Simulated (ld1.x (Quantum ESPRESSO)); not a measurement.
# PBE ultrasoft dataset for titanium (Ti), scalar-relativistic all-electron reference.

The input file (ld1.x (Quantum ESPRESSO) 7.5):

```
&input
   title='Ti', zed=22., rel=1, dft='PBE', iswitch=3,
   config='[Ar] 3d2 4s1.5 4p0',
   nld=3, rlderiv=3.20, eminld=-5.0, emaxld=5.0, deld=0.02
 /
 &inputp
   pseudotype=3, tm=.true., lloc=-1, rcloc=2.40,
   nlcc=.true.,
   which_augfun='PSQ', rmatch_augfun=1.35,
   file_pseudopw='Ti.UPF', file_wfcaegen='ae.wfc', file_wfcncgen='nc.wfc', file_beta='beta', file_chi='chi', file_wfcusgen='us.wfc'
 /
6
4S  1  0   1.50   0.00  2.35  2.95  0.0
4S  1  0   0.00   1.40  2.35  2.95  0.0
3P  2  1   6.00   0.00  1.50  1.85  0.0
4P  3  1   0.00   0.00  1.50  1.85  0.0
3D  3  2   2.00   0.00  1.95  2.20  0.0
3D  3  2   0.00   2.60  1.95  2.20  0.0
 &test
   configts(1)='3p6 3d2 4s1.5 4p0'
 /
```

Command:

```bash
ld1.x < Ti.in > Ti.out
```

Resulting log (shortened: banner, matrices, multipoles, cross overlaps and the repeated all-electron block are left out):

```
Program LD1 v.7.5
     --------------------------- All-electron run ----------------------------

     Ti
     scalar relativistic calculation

     atomic number is 22.00
     dft =PBE   lsd =0 sic =0 latt =0  beta=0.20 tr2=1.0E-14
     Exchange-correlation= PBE
                           (   1   4   3   4   0   0   0)
     mesh =1177 r(mesh) = 100.37945 a.u. xmin = -7.00 dx = 0.01250
     1 Ry =  13.60569312 eV, c = 137.03599908

     n l     nl                  e(Ry)          e(Ha)          e(eV)
     1 0     1S 1( 2.00)      -358.1136      -179.0568     -4872.3834
     2 0     2S 1( 2.00)       -39.7165       -19.8582      -540.3702
     2 1     2P 1( 6.00)       -32.9052       -16.4526      -447.6986
     3 0     3S 1( 2.00)        -4.8578        -2.4289       -66.0933
     3 1     3P 1( 6.00)        -3.1109        -1.5554       -42.3258
     3 2     3D 1( 2.00)        -0.5622        -0.2811        -7.6486
     4 0     4S 1( 1.50)        -0.5378        -0.2689        -7.3168
     4 1     4P 1( 0.00)        -0.2887        -0.1444        -3.9282

     final scf error:  7.2E-15 reached in  23 iterations

     Etot =   -1706.915276 Ry,    -853.457638 Ha,  -23223.765428 eV

     Ekin =    1721.298450 Ry,     860.649225 Ha,   23419.458489 eV
     Encl =   -4052.738599 Ry,   -2026.369299 Ha,  -55140.317682 eV
     Eh   =     708.211541 Ry,     354.105771 Ha,    9635.708894 eV
     Exc  =     -83.686669 Ry,     -41.843334 Ha,   -1138.615130 eV

     normalization and overlap integrals

     s(1S/1S) =  1.000000  <r> =   0.0696  <r2> =    0.0065  r(max) =   0.0455
     s(2S/2S) =  1.000000  <r> =   0.3249  <r2> =    0.1249  r(max) =   0.2682
     s(2P/2P) =  1.000000  <r> =   0.2899  <r2> =    0.1037  r(max) =   0.2196
     s(3S/3S) =  1.000000  <r> =   1.0072  <r2> =    1.1704  r(max) =   0.8685
     s(3P/3P) =  1.000000  <r> =   1.0861  <r2> =    1.3906  r(max) =   0.9016
     s(3D/3D) =  1.000000  <r> =   1.5665  <r2> =    3.2804  r(max) =   0.9841
     s(4S/4S) =  1.000000  <r> =   3.3372  <r2> =   12.7415  r(max) =   2.8475
     s(4P/4P) =  1.000000  <r> =   4.2900  <r2> =   21.2439  r(max) =   3.5660

     ------------------------ End of All-electron run ------------------------

     --------------------- Generating US pseudopotential ---------------------

      Generating local potential from pseudized AE potential:
      Matching radius rcloc =   2.4000

      Local pseudo, rcloc= 2.420 Estimated cut-off energy=     4.02 Ry

      Computing core charge for nlcc:

       r > 0.54 : true rho core
       r < 0.54 : rho core = a sin(br)/r    a=  17.87  b=   4.76

      Integrated core pseudo-charge :   4.46
      Wfc-us  4S rcutus= 2.956  Estimated cut-off energy=     5.16 Ry
      Wfc-us  4S rcutus= 2.956  Estimated cut-off energy=     9.88 Ry
      Wfc-us  3P rcutus= 1.839  Estimated cut-off energy=    25.04 Ry
      Wfc-us  4P rcutus= 1.839  Estimated cut-off energy=    47.18 Ry
      Wfc-us  3D rcutus= 2.190  Estimated cut-off energy=    24.19 Ry
      Wfc-us  3D rcutus= 2.190  Estimated cut-off energy=    22.69 Ry

     Q pseudized with Bessel functions
     Expected ecutrho=     283.7671 due to l1=  2   l2=  2

     ------------------- End of pseudopotential generation -------------------

     Computing logarithmic derivative in   3.20665
     Computing logarithmic derivative in   3.20665
     Computing the partial wave expansion
     R is outside the sphere for l=    0 j= 0.00
     R is outside the sphere for l=    0 j= 0.00
     R is outside the sphere for l=    1 j= 0.00
     R is outside the sphere for l=    1 j= 0.00
     R is outside the sphere for l=    2 j= 0.00
     R is outside the sphere for l=    2 j= 0.00

     ---------------------- Testing the pseudopotential ----------------------

     Ti
     scalar relativistic calculation

     atomic number is 22.00   valence charge is 10.00
     dft =PBE   lsd =0 sic =0 latt =0  beta=0.20 tr2=1.0E-14
     mesh =1177 r(mesh) = 100.37945 xmin = -7.00 dx = 0.01250

     n l     nl             e AE (Ry)        e PS (Ry)    De AE-PS (Ry)
     2 1     3P   1( 6.00)       -3.11089       -3.11089       -0.00000
     3 2     3D   1( 2.00)       -0.56216       -0.56216        0.00000
     1 0     4S   1( 1.50)       -0.53778       -0.53778        0.00000
     3 1     4P   1( 0.00)       -0.28871       -0.28871       -0.00000

     eps = 2.9E-15  iter =  3

     Etot =   -1706.915276 Ry,    -853.457638 Ha,  -23223.765428 eV
     Etotps =   -84.214085 Ry,     -42.107043 Ha,   -1145.791004 eV

     Ekin =      20.264883 Ry,      10.132441 Ha,     275.717773 eV
     Encl =    -132.872144 Ry,     -66.436072 Ha,   -1807.817617 eV
     Ehrt =      57.738183 Ry,      28.869091 Ha,     785.567998 eV
     Ecxc =     -20.862766 Ry,     -10.431383 Ha,    -283.852398 eV
     (Ecc =      -7.996622 Ry,      -3.998311 Ha,    -108.799579 eV)
     Epseu=      -8.482240 Ry,      -4.241120 Ha,    -115.406760 eV

     ---------------------- End of pseudopotential test ----------------------
```

Generation and configuration tests took about 2.2 s on one core of a shared server CPU.

Transferability test of the new file with ld1.x, input:

```
&input
   title='Ti', zed=22., rel=1, dft='PBE', iswitch=2,
   config='[Ar] 3d2 4s1.5 4p0'
 /
 &test
   file_pseudo='Ti.UPF', nconf=8,
   configts(1)='3p6 3d2 4s1.5 4p0',
   configts(2)='3p6 3d2 4s2 4p0',
   configts(3)='3p6 3d2 4s1 4p0',
   configts(4)='3p6 3d2 4s0 4p0',
   configts(5)='3p6 3d3 4s1 4p0',
   configts(6)='3p6 3d2.5 4s1.5 4p0',
   configts(7)='3p6 3d1 4s2 4p1',
   configts(8)='3p5 3d2 4s2 4p0'
 /
```

```bash
ld1.x < Ti.test.in > Ti.test.out
```

Pseudopotential blocks of its output, shortened (energy terms left out):

```
     ---------------------- Testing the pseudopotential ----------------------

     n l     nl             e AE (Ry)        e PS (Ry)    De AE-PS (Ry)
     2 1     3P   1( 6.00)       -3.11089       -3.11089       -0.00000
     3 2     3D   1( 2.00)       -0.56216       -0.56216        0.00000
     1 0     4S   1( 1.50)       -0.53778       -0.53778        0.00000
     3 1     4P   1( 0.00)       -0.28871       -0.28871       -0.00000

     eps = 2.6E-15  iter =  3

     Etot =   -1706.915276 Ry,    -853.457638 Ha,  -23223.765429 eV
     Etotps =   -84.214086 Ry,     -42.107043 Ha,   -1145.791004 eV

     ---------------------- End of pseudopotential test ----------------------

          ---------------------- Testing the pseudopotential ----------------------

     n l     nl             e AE (Ry)        e PS (Ry)    De AE-PS (Ry)
     2 1     3P   1( 6.00)       -2.85621       -2.85614       -0.00007
     3 2     3D   1( 2.00)       -0.31302       -0.31290       -0.00011
     1 0     4S   1( 2.00)       -0.32830       -0.32830       -0.00000
     3 1     4P   1( 0.00)       -0.10777       -0.10777        0.00000

     eps = 9.6E-15  iter = 12

     Etot =   -1707.131133 Ry,    -853.565567 Ha,  -23226.702321 eV
     Etotps =   -84.429959 Ry,     -42.214979 Ha,   -1148.728108 eV
     dEtot_ae =      -0.215858 Ry
     dEtot_ps =      -0.215873 Ry,   Delta E=       0.000016 Ry

     ---------------------- End of pseudopotential test ----------------------

          ---------------------- Testing the pseudopotential ----------------------

     n l     nl             e AE (Ry)        e PS (Ry)    De AE-PS (Ry)
     2 1     3P   1( 6.00)       -3.39209       -3.39227        0.00018
     3 2     3D   1( 2.00)       -0.83550       -0.83572        0.00022
     1 0     4S   1( 1.00)       -0.76075       -0.76081        0.00006
     3 1     4P   1( 0.00)       -0.48549       -0.48554        0.00005

     eps = 4.1E-15  iter = 12

     Etot =   -1706.591160 Ry,    -853.295580 Ha,  -23219.355615 eV
     Etotps =   -83.889935 Ry,     -41.944967 Ha,   -1141.380707 eV
     dEtot_ae =       0.324115 Ry
     dEtot_ps =       0.324151 Ry,   Delta E=      -0.000036 Ry

     ---------------------- End of pseudopotential test ----------------------

          ---------------------- Testing the pseudopotential ----------------------

     n l     nl             e AE (Ry)        e PS (Ry)    De AE-PS (Ry)
     2 1     3P   1( 6.00)       -4.02515       -4.02645        0.00130
     3 2     3D   1( 2.00)       -1.44648       -1.44778        0.00130
     1 0     4S   1( 0.00)       -1.24186       -1.24240        0.00054
     3 1     4P   1( 0.00)       -0.91224       -0.91287        0.00063

     eps = 6.1E-15  iter =  7

     Etot =   -1705.593615 Ry,    -852.796807 Ha,  -23205.783316 eV
     Etotps =   -82.892079 Ry,     -41.446040 Ha,   -1127.804191 eV
     dEtot_ae =       1.321661 Ry
     dEtot_ps =       1.322006 Ry,   Delta E=      -0.000345 Ry

     ---------------------- End of pseudopotential test ----------------------

          ---------------------- Testing the pseudopotential ----------------------

     n l     nl             e AE (Ry)        e PS (Ry)    De AE-PS (Ry)
     2 1     3P   1( 6.00)       -2.62424       -2.62211       -0.00214
     3 2     3D   1( 3.00)       -0.14076       -0.13979       -0.00097
     1 0     4S   1( 1.00)       -0.27407       -0.27423        0.00016
     3 1     4P   1( 0.00)       -0.08211       -0.08222        0.00011

     eps = 9.9E-15  iter = 12

     Etot =   -1707.049855 Ry,    -853.524927 Ha,  -23225.596471 eV
     Etotps =   -84.348032 Ry,     -42.174016 Ha,   -1147.613439 eV
     dEtot_ae =      -0.134579 Ry
     dEtot_ps =      -0.133947 Ry,   Delta E=      -0.000633 Ry

     ---------------------- End of pseudopotential test ----------------------

          ---------------------- Testing the pseudopotential ----------------------

     n l     nl             e AE (Ry)        e PS (Ry)    De AE-PS (Ry)
     2 1     3P   1( 6.00)       -2.72338       -2.72224       -0.00114
     3 2     3D   1( 2.50)       -0.21215       -0.21157       -0.00057
     1 0     4S   1( 1.50)       -0.29708       -0.29705       -0.00003
     3 1     4P   1( 0.00)       -0.09238       -0.09236       -0.00002

     eps = 7.6E-15  iter = 13

     Etot =   -1707.105206 Ry,    -853.552603 Ha,  -23226.349556 eV
     Etotps =   -84.403849 Ry,     -42.201924 Ha,   -1148.372864 eV
     dEtot_ae =      -0.189930 Ry
     dEtot_ps =      -0.189763 Ry,   Delta E=      -0.000167 Ry

     ---------------------- End of pseudopotential test ----------------------

          ---------------------- Testing the pseudopotential ----------------------

     n l     nl             e AE (Ry)        e PS (Ry)    De AE-PS (Ry)
     2 1     3P   1( 6.00)       -3.30341       -3.29980       -0.00360
     3 2     3D   1( 1.00)       -0.68514       -0.68085       -0.00430
     1 0     4S   1( 2.00)       -0.45729       -0.45770        0.00041
     3 1     4P   1( 1.00)       -0.18855       -0.18839       -0.00016

     eps = 3.1E-15  iter = 18

     Etot =   -1706.787734 Ry,    -853.393867 Ha,  -23222.030139 eV
     Etotps =   -84.087860 Ry,     -42.043930 Ha,   -1144.073613 eV
     dEtot_ae =       0.127541 Ry
     dEtot_ps =       0.126226 Ry,   Delta E=       0.001316 Ry

     ---------------------- End of pseudopotential test ----------------------

          ---------------------- Testing the pseudopotential ----------------------

     n l     nl             e AE (Ry)        e PS (Ry)    De AE-PS (Ry)
     2 1     3P   1( 5.00)       -3.88201       -3.87618       -0.00584  !
     3 2     3D   1( 2.00)       -1.23972       -1.23624       -0.00348
     1 0     4S   1( 2.00)       -0.89058       -0.89175        0.00117
     3 1     4P   1( 0.00)       -0.57505       -0.57609        0.00104

     eps = 1.9E-15  iter = 15

     Etot =   -1703.782791 Ry,    -851.891396 Ha,  -23181.145807 eV
     Etotps =   -81.082736 Ry,     -40.541368 Ha,   -1103.186819 eV
     dEtot_ae =       3.132484 Ry
     dEtot_ps =       3.131350 Ry,   Delta E=       0.001135 Ry

     ---------------------- End of pseudopotential test ----------------------
```
